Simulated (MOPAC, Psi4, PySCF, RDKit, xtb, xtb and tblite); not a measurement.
Two geometries of SMILES C#Cc1cccc(N)c1, relaxed at GFN2-xTB with one dihedral held; other torsions can differ between them too.

Structure A

```
16

C      3.0968    -1.8200     0.5120
C      2.1526    -1.0942     0.3609
C      1.0352    -0.2427     0.1817
C      1.2139     1.0744    -0.2371
C      0.1130     1.8967    -0.3911
C     -1.1602     1.4221    -0.1360
C     -1.3545     0.0966     0.2470
N     -2.6654    -0.3235     0.5838
C     -0.2489    -0.7240     0.4283
H      3.9234    -2.4521     0.6450
H      2.2110     1.4426    -0.4272
H      0.2500     2.9239    -0.6966
H     -2.0223     2.0616    -0.2455
H     -3.1712    -0.6726    -0.2237
H     -2.6192    -1.0970     1.2432
H     -0.3774    -1.7451     0.7636
```

Structure B

```
16

C      3.0791    -1.8401     0.5161
C      2.1359    -1.1124     0.3678
C      1.0230    -0.2541     0.1914
C      1.2147     1.0700    -0.2006
C      0.1166     1.8946    -0.3636
C     -1.1617     1.4195    -0.1433
C     -1.3679     0.0897     0.2298
N     -2.6468    -0.3507     0.5497
C     -0.2640    -0.7380     0.4068
H      3.9043    -2.4745     0.6467
H      2.2149     1.4389    -0.3695
H      0.2586     2.9240    -0.6593
H     -2.0162     2.0684    -0.2688
H     -3.3724    -0.0509    -0.0852
H     -2.6992    -1.3458     0.7220
H     -0.4028    -1.7656     0.7146
```

Problem. Which is lower in energy at the level B3LYP-D3(BJ)/def2-SVP // GFN2-xTB (Psi4), and by how much?

Solution. B is lower, by 17.88 kJ/mol (dihedral C6–C7–N8–H14: 90° in A, 45° in B).

E(B) − E(A) in kJ/mol at the other levels, on the same two geometries: GFN2-xTB (xtb and tblite) -20.60; MMFF94 // GFN2-xTB (RDKit) -20.61; B3LYP/def2-SVP // GFN2-xTB (Psi4) -17.85; PBE/def2-SVP // GFN2-xTB (Psi4) -20.06; PBE-D3(BJ)/def2-SVP // GFN2-xTB (Psi4) -20.07; UFF // GFN2-xTB (RDKit) -24.91; PM6, restricted, heats of formation // GFN2-xTB (MOPAC) -12.49; AM1, restricted, heats of formation // GFN2-xTB (MOPAC) -10.42; GFN1-xTB // GFN2-xTB (xtb) -17.47; restricted B3LYP/6-31G*, spherical d, density fitting // GFN2-xTB (PySCF) -15.20.
